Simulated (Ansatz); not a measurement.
A structure relaxed at PBE-D4/def2-SVP in Ansatz, charge 0, singlet:

```xyz
35

C    -3.892    1.738    1.440
C    -2.563    1.078    1.811
C    -2.574   -0.445    1.629
C    -1.287   -1.155    2.072
C     0.000   -0.683    1.376
C    -0.006   -0.841   -0.154
Si    1.562   -0.222   -0.960
O     2.957   -0.950   -0.403
C     3.486   -2.182   -0.853
O     1.585   -0.476   -2.620
C     0.577   -0.048   -3.512
O     1.667    1.395   -0.558
C     2.814    2.195   -0.788
H    -3.858    2.838    1.575
H    -4.725    1.349    2.063
H    -4.157    1.541    0.379
H    -1.747    1.523    1.200
H    -2.306    1.316    2.868
H    -3.430   -0.872    2.197
H    -2.787   -0.681    0.561
H    -1.161   -1.023    3.170
H    -1.407   -2.250    1.911
H     0.197    0.382    1.625
H     0.863   -1.244    1.794
H    -0.158   -1.906   -0.442
H    -0.857   -0.283   -0.605
H     2.964   -3.050   -0.386
H     4.557   -2.239   -0.565
H     3.413   -2.288   -1.957
H     0.907   -0.254   -4.551
H     0.374    1.044   -3.427
H    -0.387   -0.586   -3.350
H     3.737    1.712   -0.398
H     2.678    3.167   -0.269
H     2.965    2.400   -1.872
```

Task: Give its formula, name or SMILES.

Result: `CCCCCC[Si](OC)(OC)OC`.

Task: Summarise the bond lengths by kind (pairs closer than 1.2 times the sum of covalent radii, bridged metal pairs left out).

Result: 5 × C–C 1.53 to 1.54 Å; 3 × O–Si 1.67 to 1.68 Å; 3 × C–O 1.41 to 1.42 Å; 1 × C–Si 1.87 Å; 22 × C–H 1.11 to 1.12 Å.
